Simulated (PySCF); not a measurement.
## Shifts of the heteroatoms

Mapped SMILES: `[N:1]#[C:2][Si@@H:3](/[CH:4]=[CH:5]/[SiH3:6])[CH:7]1[CH2:8][CH2:9]1`. Each H is labelled by its parent atom. Ha(C8), Ha(C9) are cis to Si3 on the ring; Hb(C8), Hb(C9) are trans to Si3 on the ring.

Level of theory: NMR shieldings at PBE0/pcSseg-1/GIAO, coordinates at the PBE0-D3(BJ)/def2-SVP level, in PySCF (equivalent nuclei averaged, gas phase, non-relativistic Hamiltonian, one conformer).

(1) Where does $^{29}$Si resonate?

(2) What are the $^{15}$N shifts?

Answers

(1) 
```tsv
atoms	environment	σ (ppm)	δ (ppm)
Si3	silicon bonded to 3 C, H	381.9	-38.5
Si6	silicon bonded to C, 3 H	415.6	-66.5
```

Shieldings were converted by a linear fit to measured shifts: $^{29}$Si (scatter 9.7 ppm rms, 23.4 ppm with the 5 outliers that the fit left out vs TMS, solution or neat liquid). A few per cent of atoms miss by over 2 rms, more outside the fitted compound classes.

On a 400 MHz spectrometer $^{29}$Si resonates near 79.5 MHz, so 1 ppm is 79.5 Hz.

(2) 
| atoms | environment | σ (ppm) | δ (ppm) |
| --- | --- | --- | --- |
| N1 | nitrile nitrogen | -106.1 | -53.3 |

Shieldings were converted by a linear fit to measured shifts: $^{15}$N: δ = -150.45 − 0.916σ (rms 7.2 ppm, 79 shifts vs CH3NO2, solution or neat liquid). A few per cent of atoms miss by over 2 rms, more outside the fitted compound classes.

On a 600 MHz spectrometer $^{15}$N resonates near 60.8 MHz, so 1 ppm is 60.8 Hz.
